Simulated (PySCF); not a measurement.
An unknown is described by computed data only.

Elements present: C, F, H and O. Monoisotopic mass: 112.0324 u.

| Item | Value |
| --- | --- |
| Rotational structure | rotational constants A, B, C: 3.766, 1.802, 1.219 GHz [PBE0-D3(BJ)/def2-SVP] |
| 13C NMR | chemical shifts (computed TMS as zero) by class: 172.3 (1 C), 163.8 (1 C), 135.6 (1 C), 111.8 (1 C), 111.6 (1 C), 106.9 (1 C) ppm [GIAO PBE0/pcSseg-1] |
| Dipole | 2.77 D [PBE0/pcSseg-1] |
| Couplings | largest of the computed one-bond spin–spin couplings (means over like bonds): 19F–13C -314.8, 13C–1H +173.3, 13C–1H +170.8, 13C–1H +167.7, 13C–1H +164.0, 13C–13C +80.1, 17O–1H -78.2, 13C–13C +76.0 Hz [B3LYP/pcJ-1, spin–dipole term left out for some pairs] |
| 1H NMR | chemical shifts (computed TMS as zero) by class: 7.21 (1 H), 6.69 (1 H), 6.66 (1 H), 6.26 (1 H), 3.95 (1 H) ppm [GIAO PBE0/pcSseg-1] |
| NMR, other nuclei | isotropic shieldings of nuclei other than C and H, by class: 207 (1 O), 285 (1 F) ppm [GIAO PBE0/pcSseg-1] |

Electronic properties: PySCF, gas phase, density fitting. Levels stand in brackets. Geometry: PBE0-D3(BJ)/def2-SVP, one conformer, isolated molecule. NMR classes are plain means over equivalent atoms (diastereotopic ones count apart unless rotation or inversion swaps them), as if these changed places fast.

Q: Which formula fits the mass and the elements?

A: C6H5FO (calculated 112.0324). No other formula that holds each of these elements comes within 0.0003 u with a fitting electron parity and a possible valence count.

Q: Propose a structure and show how it fits.

A: Numbering: `[OH:1][c:2]1[cH:3][cH:4][cH:5][c:6]([F:7])[cH:8]1`. Its formula, C6H5FO, gives 4 degrees of unsaturation: 1 ring and 3 π bonds in the structure found (Kekulé form). 6 carbons fall into 6 classes; from least to most shielded: aromatic C–F carbon [C6] (172.3 ppm), aromatic carbon bearing oxygen [C2] (163.8 ppm), aromatic CH carbon [C4] (135.6 ppm), aromatic CH carbon [C5] (111.8 ppm), aromatic CH carbon [C3] (111.6 ppm), aromatic CH carbon [C8] (106.9 ppm). Hydrogen classes from least to most shielded: 1 H on an aromatic CH carbon, C4 (7.21 ppm), 1 H on an aromatic CH carbon, C8 (6.69 ppm), 1 H on an aromatic CH carbon, C5 (6.66 ppm), 1 H on an aromatic CH carbon, C3 (6.26 ppm), 1 H on a phenol-type oxygen, O1 (3.95 ppm). The other shieldings belong to: 207 ppm, phenol-type oxygen [O1]; 285 ppm, aryl fluorine [F7]. The couplings run between: -314.8 Hz, aryl fluorine [F7] and aromatic C–F carbon [C6]; +173.3 Hz, aromatic CH carbon [C5] and its hydrogen; +170.8 Hz, aromatic CH carbon [C8] and its hydrogen; +167.7 Hz, aromatic CH carbon [C4] and its hydrogen; +164.0 Hz, aromatic CH carbon [C3] and its hydrogen; +80.1 Hz, aromatic C–F carbon [C6] and aromatic CH carbon [C8]; -78.2 Hz, phenol-type oxygen [O1] and its hydrogen; +76.0 Hz, aromatic carbon bearing oxygen [C2] and aromatic CH carbon [C8]. The optimised geometry has point group Cs and is an asymmetric top. Structure: `Oc1cccc(F)c1`. Computed isomers that give other values at the same levels: `Oc1ccc(F)cc1` (13C chemical shifts (computed TMS as zero) by class: 163.5 (1 C), 157.6 (1 C), 121.7 (2 C), 118.8 (2 C) ppm). The assignments are read from this structure; whether some other isomer fits the data as well wasn't checked.

Conformer computed: `[OH:1][c:2]1[cH:3][cH:4][cH:5][c:6]([F:7])[cH:8]1`: H–O1–C2–C3 0°.
